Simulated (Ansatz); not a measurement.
`C[S][Al]([F])[F]` + `CC1CC1` → `[F][Al]([F])[CH]1CC1` + `CSC`  (formal exchange of groups at the Al–S bond)

Program: Ansatz. Geometries: PBE0-D4/def2-TZVP. ΔE: electronic, gas phase. CCSD(T)/CBS is the MP2 limit (def2-TZVPP, def2-QZVPP) plus CCSD(T) − MP2 in def2-TZVPP, frozen cores. DFT in def2-TZVPP. B3LYP here is the variant with VWN-RPA as its local correlation; programs differ in this. Each species was taken in one conformer, which may not be the lowest.

```tsv
level	ΔE (kJ/mol)
PBE-D4	98.2
B3LYP-D4	100.1
ωB97M-V	99.8
MP2/def2-QZVPP	102.2
```

Question: What does CCSD(T)/CBS give? (Estimate.)

Answer: Computed: +102.4 kJ/mol. The listed levels differ from it by -4.2, -2.3, -2.6, -0.2 kJ/mol.

Largest T1 diagnostic among the species: 0.012.

From PBE to PBE0 (25 % exact exchange), in def2-TZVPP and without D4, ΔE moves by +4.1 kJ/mol. In def2-TZVPP, CCSD(T) changes the Hartree–Fock value by −6.8 kJ/mol (the triples alone add −1.1 kJ/mol) and MP2 by −6.8 kJ/mol.
